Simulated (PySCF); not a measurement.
**A thermochemical cycle for RbAs**

r²SCAN in PySCF with def2-SVP on every atom (core potentials on Rb), for the lowest determinant that a PBE0 search found; no spin–orbit coupling. RbAs, a triplet (π ↑↑), has De = 1.20 eV to neutral atoms, and RbAs⁺, a quartet (σ ↑, π ↑↑), has De = 0.13 eV to Rb⁺ + As.

At the same level the Rb atom ionises at 4.08 eV.

**Question.** What is the adiabatic ionisation energy of the molecule, and does ionisation strengthen or weaken the bond?

**Answer.** IE = IE(Rb) + De(neutral) − De(ion) = 4.08 + 1.20 − 0.13 = 5.15 eV. De changes by -1.07 eV, so ionisation weakens the bond.

Weak bonds: RbAs⁺. Basis-set superposition, not corrected here, can be much of De in a small basis, most of all at correlated wavefunction levels. Spin–orbit coupling is left out. For an ion De counts to the pair picked by the measured ionisation energies or electron affinities, which need not be the lowest pair at this level. States were picked by a PBE0 search and need not be the measured ground states.
